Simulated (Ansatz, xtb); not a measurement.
Isomers of C5H11ClSi in order of energy

5 gas-phase structures of C5H11ClSi, from a drawn sample of its isomers (lower ones may exist). Each was relaxed with GFN2-xTB; where two conformers were screened, the lower at r2SCAN-D4/def2-SVP is listed:

A. `[SiH3][C@@H]1CC[C@@H](Cl)C1`, a singlet
B. `[SiH3][C@@H]1CC[C@H](Cl)C1`, a singlet
C. `[SiH3]C1(Cl)CCCC1`, a singlet
D. `[SiH3][C@@H]1CCC[C@@H]1Cl`, a singlet
E. `[SiH3][C@@H]1CCC[C@H]1Cl`, a singlet

Estimate their order in r2SCAN-D4/def2-SVP energy at these geometries, lowest first.

Calculated order at r2SCAN-D4/def2-SVP: C (0.0), D (0.2), B (0.7), A (0.9), E (1.1) kcal/mol. Less than 1 kcal/mol parts C and D; D and B; B and A; A and E, so the order within those pairs means little.

Energies above the lowest of each column, in kcal/mol; the last columns are at B3LYP-D3(BJ)/def2-SVP geometries:

| structure | GFN2-xTB | HF/STO-3G | r2SCAN-D4/def2-SVP | B3LYP-D3(BJ)/def2-SVP | CCSD(T)/def2-SVP + ΔMP2/def2-TZVPP |
| --- | --- | --- | --- | --- | --- |
| C | 0.0 | 0.0 | 0.0 | 0.5 | 0.3 |
| D | 0.7 | 1.0 | 0.2 | 0.0 | 0.1 |
| B | 1.9 | 1.7 | 0.7 | 1.0 | 0.6 |
| A | 1.6 | 0.3 | 0.9 | 0.7 | 0.0 |
| E | 0.8 | 1.4 | 1.1 | 1.3 | 0.7 |

CCSD(T)/def2-SVP + ΔMP2/def2-TZVPP has A and B and C and D and E within 1 kcal/mol of each other at the bottom, and every level picks one of them. CCSD(T)/def2-SVP + ΔMP2/def2-TZVPP orders those it was run on as A (0.0), D (0.1), C (0.3), B (0.6), E (0.7) kcal/mol. Less than 1 kcal/mol parts A and D; D and C; C and B; B and E, so the order within those pairs means little. Flexible structures stand in one conformer each, not always the lowest. Frequencies (GFN2-xTB) were run for A, C, D, E alone. ΔMP2 is the change of the MP2 energy from the smaller to the larger basis.

Over these structures GFN2-xTB departs from r2SCAN-D4/def2-SVP by 0.4 kcal/mol on average once a common shift is removed. A GFN2-xTB relaxation took about 0.13 s and the r2SCAN-D4/def2-SVP energy about 3.9 s on a shared host (Ansatz 0.2.0, xtb 6.7.1).
